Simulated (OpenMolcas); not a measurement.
**4d8 along the 44-electron sequence**

| Property | Result |
| --- | --- |
| Program | OpenMolcas |
| Method | MS-RASPT2, IPEA 0.25 Eh, imaginary shift 0.1 Eh |
| Basis | ANO-RCC-VTZP |
| Scalar Hamiltonian | DKH2, point nucleus |
| Spin-orbit coupling | RASSI with atomic mean-field integrals over the reference wave functions, term energies averaged over their components |

Active space for each ion: 8 electrons in 9 orbitals (RAS2 4d 5s; RAS3 5p, at most 2 electrons); closed shells correlated by CASPT2: 4s 4p.

Computed levels in cm-1 above 3F4:

```json
{"Level": "3F3", "Rh+": "2520", "Pd2+": "3320", "Ag3+": "4180"}
{"Level": "3F2", "Rh+": "3620", "Pd2+": "4730", "Ag3+": "5790"}
{"Level": "3P2", "Rh+": "7310", "Pd2+": "10120", "Ag3+": "11900"}
{"Level": "3P1", "Rh+": "9530", "Pd2+": "13550", "Ag3+": "16100"}
{"Level": "3P0", "Rh+": "9800", "Pd2+": "13800", "Ag3+": "16330"}
{"Level": "1D2", "Rh+": "10880", "Pd2+": "14450", "Ag3+": "17270"}
{"Level": "1G4", "Rh+": "14050", "Pd2+": "18220", "Ag3+": "21250"}
{"Level": "1S0", "Rh+": "35110", "Pd2+": "41760", "Ag3+": "48130"}
{"Level": "weight of 3F in the lowest level (%)", "Rh+": "99", "Pd2+": "99", "Ag3+": "99"}
```

Mixed levels, with the weight of the term that names them: Rh+ 3P2 (66 %), Rh+ 1D2 (64 %), Pd2+ 3P2 (54 %), Pd2+ 1D2 (52 %), Ag3+ 3P2 (55 %), Ag3+ 1D2 (52 %).

Measured, with the error of the calculation in %. Measured levels: Rh+ from NIST Handbook of Basic Atomic Spectroscopic Data; Pd2+ from Moore, Atomic Energy Levels, vol. III, NSRDS-NBS 35 (1971 reprint of NBS Circular 467, 1958); Ag3+ from the list in Gamrath, thesis, University of Mons (2023).

```csv
Level,Rh+,Pd2+,Ag3+
3F3,2401 (+5.0),3230 (+2.9),4172 (+0.2)
3F2,3581 (+1.1),4687 (+0.8),5830 (-0.7)
3P2,8164 (-10.5),,
3P1,10515 (-9.3),13470 (+0.6),15900 (+1.2)
3P0,10761 (-9.0),13699 (+0.7),16092 (+1.4)
1D2,11644 (-6.5),,
1G4,14855 (-5.4),17880 (+1.9),20570 (+3.3)
1S0,,,47139 (+2.1)
```

The fine-structure level 3F2 changes by a factor of 1.6 from Rh+ to Ag3+. Its fourth root runs 7.76, 8.29, 8.72, with steps per unit of Z of 0.54, 0.43; equal steps would mean a (Z - σ)^4 law with constant σ.

3P2 changes by a factor of 1.63 over the same range, with steps per unit of Z of +2810, +1780 cm-1.

CASPT2 breaks the degeneracy within a term, and the mean is taken; among the terms shown or strongly mixed into the levels shown the widest spread is 1600 cm-1 (4d8 3F, Rh+). Some high roots are left out of the spin-orbit mixing, which shifts the levels that they would mix with. Terms from blocks run as CI alone lack orbitals of their own. Measured partners are found by configuration, term and J. A level has none where our copy of the source lacks it or the pairing is in doubt (some pairs that miss far off the trend of their configuration count as doubtful), and it then counts in no deviation. Levels of configurations outside the active space are missing.
